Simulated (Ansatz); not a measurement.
B₃Sb₃⁻. The state is a doublet with charge -1. Geometry PBE-D4/def2-SVPD, basis def2-TZVPD, Ansatz.

Cartesian coordinates in Å:
```
B 0.212 -0.272 -1.157
B -1.108 0.450 -0.698
B 0.146 0.429 0.498
Sb 0.234 -1.997 0.388
Sb -1.730 1.397 1.178
Sb 2.247 -0.007 -0.209
```

```tsv
run	HOMO (eV)	LUMO (eV)
A	-3.17	2.66
B	-0.28	0.26
C	-1.08	0.86
D	-0.53	0.40
E	-1.68	1.55
```

In the def2 sets Sb takes a core potential; there is no spin–orbit coupling. LC-ωPBE has ω = 0.4 bohr⁻¹. Another isomer (doublet) lies 0.53 eV lower at PBE0-D4/def2-TZVPD; other spin states weren't run for this one.

HOMO and LUMO are taken over both spins.

**Question.** The runs used BHLYP, LC-ωPBE, PBE, PBE0, r2SCAN. Estimate which is which.

**Answer.** A LC-ωPBE (range-separated); B PBE (0 % exact exchange); C PBE0 (25 % exact exchange); D r2SCAN (0 % exact exchange); E BHLYP (50 % exact exchange). Exact exchange lowers occupied and raises empty levels; among semilocal functionals meta-GGAs tend to open the gap a little, and such runs are hard to tell apart. The gap grows from 0.54 eV (PBE) to 5.83 eV (LC-ωPBE).
